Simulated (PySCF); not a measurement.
This PySCF input asks for the NMR shieldings of (LiBr)3 ring; the geometry comes from PBE0-D3(BJ)/def2-SVP.

```python
import basis_set_exchange as bse
import numpy as np
from pyscf import gto, dft
from pyscf.prop import nmr

atoms = """
Li    1.555778    1.232057    0.145093
Br   -0.030833    1.877780    1.731854
Li   -1.630935    0.285264    1.143134
Br   -2.020474   -1.569092   -0.216047
Li    0.066005   -1.508613   -1.272984
Br    2.060459   -0.317387   -1.531039
"""
names = dict.fromkeys(["Li", "Br"], "pcSseg-1")
basis = {el: gto.basis.parse(bse.get_basis(n, elements=[el], fmt="nwchem")) for el, n in names.items()}
mol = gto.M(atom=atoms, basis=basis, charge=0, verbose=0)
mf = dft.RKS(mol, xc="GGA_XC_KT2")
mf.grids.level = 2
mf.grids.alignment = dft.numint.BLKSIZE   # the property module wants whole blocks of grid points
mf.conv_tol = 1e-9
mf.kernel()

calc = nmr.RKS(mf)   # GIAO
sigma = calc.kernel()   # uncoupled for a functional without exact exchange
for i, s in enumerate(sigma):   # ppm
    w = np.linalg.eigvalsh((s + s.T) / 2)
    print("%2d %-2s iso %8.1f  s11 %8.1f  s22 %8.1f  s33 %8.1f" % (i, mol.atom_pure_symbol(i), w.mean(), *w))
```

Problem. Give the expected output.

Solution. 
```
 0 Li iso     88.4  s11     74.2  s22     79.3  s33    111.8
 1 Br iso   2908.8  s11   2838.8  s22   2858.1  s33   3029.4
 2 Li iso     88.4  s11     74.2  s22     79.4  s33    111.6
 3 Br iso   2908.9  s11   2837.1  s22   2857.9  s33   3031.7
 4 Li iso     88.5  s11     74.3  s22     79.2  s33    111.9
 5 Br iso   2909.2  s11   2836.2  s22   2856.0  s33   3035.2
```

These numbers come from an equivalent density-fitted implementation of the same equations, which agrees with the script to about 0.01 ppm for H and up to a few tenths of a ppm for heavy atoms, so last digits may differ.

Problem. Turn these shieldings into chemical shifts. References, each an isolated molecule treated in the same way: HBr for 79Br (2576.58 ppm).

Solution. Averaging equivalent atoms: Br 1/3/5: -332 ppm. No reference was computed at this level for Li. 

Relativistic effects, spin–orbit coupling among them, are left out; they matter for Br and for the light atoms bonded to it.

Size and cost of the density-fitted run: 159 basis functions, 19 s wall time on 1 thread of an x86-64 server CPU, shared host.
